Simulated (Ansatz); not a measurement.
Two isomers of CH7NO2Si: A = `OCN[SiH2]O`, B = `OC(O)N[SiH3]`.

Computed with Ansatz on PBE0-D4/def2-TZVP structures; ΔE is electronic, products minus reactants. CCSD(T)/CBS is the MP2 limit (def2-TZVPP, def2-QZVPP) plus CCSD(T) − MP2 in def2-TZVPP, frozen cores. DFT in def2-TZVPP. One conformer a species, not always the lowest.

(1) Which is lower in electronic energy at CCSD(T)/CBS, and by how much? (An estimate is asked.)

(2) Give E(B) − E(A) in kJ/mol with PBE0-D4, CCSD(T)/def2-TZVPP, CCSD/def2-TZVPP, B2PLYP, HF/def2-TZVPP, r2SCAN-D4, ωB97M-V. (An estimate is asked.)

Largest T1 diagnostic: 0.011.

Answers

(1) Ansatz gave: A, by 146.6 kJ/mol.

(2) Computed: PBE0-D4 135.7, CCSD(T)/def2-TZVPP 142.0, CCSD/def2-TZVPP 142.8, B2PLYP 145.3, HF/def2-TZVPP 140.7, r2SCAN-D4 140.3, ωB97M-V 141.9. None reverses the order clearly.
